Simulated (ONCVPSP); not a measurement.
## magnesium (Mg): ONCV pseudisation with LDA (Perdew-Wang 92), scalar-relativistic reference atom.

| Quantity | Value |
| --- | --- |
| Element | Mg |
| Generator | ONCVPSP 4.0.1 |
| Type | optimised norm-conserving Vanderbilt (ONCV) |
| Functional | LDA (Perdew-Wang 92) |
| Relativity | scalar-relativistic |
| Frozen core | [He] 2s2 |
| Valence charge | 8 |
| Reference configuration | 2p6 3s1.75 3p0.25 |
| Partial waves | 3s: rc 2.70 bohr, ncon 3, nbas 8, qcut 2.7 1/bohr, 1 projector; 2p+3p: rc 1.45 bohr, ncon 4, nbas 8, qcut 10.8 1/bohr, 2 projectors; d scattering state at 0.2 Ha: rc 2.65 bohr, ncon 4, nbas 7, qcut 3.2 1/bohr, 2 projectors, debl 1.6 Ha |
| Local potential | polynomial inside 1.25 bohr (lpopt 5, dvloc0 4 Ha) |
| Core correction | none |

Question: Does the generator finish with these settings?

Answer: Yes, a potential is produced and its reference levels are reproduced.

Question: Estimate the cutoffs (Ha) at which the residual kinetic energy of the hardest occupied pseudo-wave falls to 1 and 0.1 mHa per electron.

Answer: 42 Ha and 47 Ha.

Question: What does a ghost test show?

Answer: No bound ghost flagged; no localised positive-energy state flagged.

Question: Which valence shell sets the plane-wave cutoff?

Answer: 2p: 42 Ha for 1 mHa per electron, against 33 Ha for 3p.

Question: Tests: 2p6 3s2 3p0; 2p6 3s1 3p0; 2p6 3s0 3p0; 2p6 3s1.5 3p0. Which has the largest error in its energy relative to the reference configuration, and how large is it?

Answer: 2p6 3s0 3p0, with -31 meV (all-electron minus pseudo) on +22.25 eV.
